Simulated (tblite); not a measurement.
C11H5N3S.
Atom-mapped SMILES: `[N:1]#[C:2][C:3]([C:4]#[N:5])=[C:6]([C:7]#[N:8])/[CH:9]=[CH:10]/[c:11]1[cH:12][cH:13][cH:14][s:15]1` (hydrogens: H16 on C9; H17 on C10; H18 on C12; H19 on C13; H20 on C14)

Cartesian coordinates in Å at the GFN2-xTB level; atoms count from 1:
```
atom  x, y, z in Å
N1    -5.530   -0.629   -0.478
C2    -4.475   -0.184   -0.414
C3    -3.186    0.382   -0.338
C4    -3.127    1.790   -0.360
N5    -3.076    2.936   -0.380
C6    -2.050   -0.392   -0.249
C7    -2.205   -1.802   -0.234
N8    -2.315   -2.942   -0.222
C9    -0.736    0.156   -0.173
C10    0.382   -0.606   -0.084
C11    1.701   -0.096   -0.005
C12    2.867   -0.830    0.086
C13    4.016   -0.033    0.146
C14    3.730    1.301    0.103
S15    2.054    1.614   -0.013
H16   -0.657    1.236   -0.189
H17    0.293   -1.686   -0.069
H18    2.877   -1.905    0.108
H19    5.015   -0.424    0.219
H20    4.417    2.124    0.132
```

Calculated harmonic vibrations of the isolated species, GFN2-xTB (tblite), most abundant isotopes, no scaling. Errors from tens to a few hundred cm⁻¹ against measured bands are possible. One conformer, not necessarily the lowest.

Harmonic wavenumbers (cm⁻¹): 34.5, 43.4, 50.3, 78.3, 102.6, 117.9, 130.0, 132.3, 212.4, 257.8, 261.7, 291.4, 321.7, 416.5, 423.9, 467.6, 478.7, 524.0, 539.1, 565.4, 568.1, 587.3, 634.6, 696.7, 726.9, 746.1, 769.0, 797.5, 820.6, 856.4, 861.9, 969.7, 982.4, 1074.6, 1080.2, 1169.3, 1207.8, 1228.2, 1248.2, 1277.7, 1306.3, 1366.1, 1415.0, 1497.5, 1527.0, 1579.1, 2335.3, 2364.3, 2375.5, 3050.9, 3071.2, 3132.7, 3142.0, 3164.2.

A = 1161, B = 268.9, C = 218.3 MHz; mass 211.020 u (most abundant isotopes); point group Cs, symmetry number 1.

Task: What is the zero-point energy?

Result: Half the sum of the wavenumbers: 27540 cm⁻¹ = 329.45 kJ/mol.

Task: Entropy at 400 K, 1 bar (ideal gas, RRHO, classical rotation)?

Result: Translation 181.71, rotation 140.99, vibration 265.04: S = 587.7 J/(mol K).

Task: And Cp and H(400 K) − H(0)?

Result: Cp = 265.80 J/(mol K), of which vibrations give 232.54 (their classical limit is 54 R = 449.0); H(400 K) − H(0) = 64.94 kJ/mol without the zero-point energy, 51.63 from vibrations.

Task: Blend soft modes into free rotors: weight 1/[1 + (100 cm⁻¹/ν̃)⁴] for the oscillator and the rest for a rotor with moment μB/(μ + B), μ = h/(8π²ν), B = 10⁻⁴⁴ kg m². What vibrational entropy results?

Result: 236.62 J/(mol K) in place of 265.04, which changes −T·S at 400 K by +11.37 kJ/mol.

Task: How do the functions run with temperature in this model?

Result: 
| T (K) | S (J/(mol K)) | Cp (J/(mol K)) | H − H(0) (kJ/mol) | G − H(0) (kJ/mol) | ln q(vib) |
| --- | --- | --- | --- | --- | --- |
| 150 | 395.8 | 137.8 | 13.39 | -45.98 | 5.98 |
| 250 | 479.8 | 195.2 | 30.08 | -89.88 | 10.31 |
| 298.15 | 516.4 | 220.3 | 40.09 | -113.87 | 12.30 |
| 600 | 708.4 | 328.4 | 124.86 | -300.17 | 23.74 |
| 900 | 852.9 | 382.9 | 232.36 | -535.27 | 33.48 |

q(vib) and H(0) count from the zero-point level.

Task: What must be added to the electronic energy to get the Gibbs energy at 400 K and 1 bar?

Result: ZPE + [H(400 K) − H(0)] − T·S = 329.45 + 64.94 − 235.10 = 159.29 kJ/mol.

Task: Which modes carry the vibrational entropy at 400 K?

Result: 34.5 cm⁻¹: 25.67; 43.4 cm⁻¹: 23.76; 50.3 cm⁻¹: 22.54; 78.3 cm⁻¹: 18.88; 102.6 cm⁻¹: 16.65; 117.9 cm⁻¹: 15.51 J/(mol K); the other 48 give 142.03 together.

Hindered rotation and anharmonicity are outside this model. Other conformers, if any are populated, would add a mixing term that is left out.
